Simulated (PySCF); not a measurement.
CH3AlF, charge +1. Atoms are numbered in the order given.

```xyz
6

Al     0.0000     0.0000     0.1209
C      0.0000     0.0000    -1.7808
H      0.8943    -0.5163    -2.1394
H      0.0000     1.0326    -2.1394
H     -0.8943    -0.5163    -2.1394
F      0.0000     0.0000     1.7257
```
Charge +1, spin multiplicity 1.

The structure is a stationary point at ωB97X-D3(BJ)/def2-TZVP. The multiplicity is an assumed one; other spin states were not compared. The isomer is the one that the SMILES or the coordinates give; other isomers of the formula were not compared.

The numbers are results of M06-2X/def2-TZVPD run with PySCF, not measurements.

Symmetry labels are those of the subgroup Cs that the program uses (full group C3v).

Computed valence orbital energies around the gap with their symmetry:
| orbital | symmetry | energy (eV) |
|---|---|---|
| HOMO−7 | A' | -41.72 |
| HOMO−6 | A' | -27.73 |
| HOMO−5 | A' | -21.64 |
| HOMO−4 | A' | -20.24 |
| HOMO−3 | A" | -20.24 |
| HOMO−2 | A" | -19.20 |
| HOMO−1 | A' | -19.20 |
| HOMO | A' | -17.44 |
| LUMO | A' | -7.52 |
| LUMO+1 | A' | -6.30 |
| LUMO+2 | A" | -6.30 |
| LUMO+3 | A' | -3.42 |
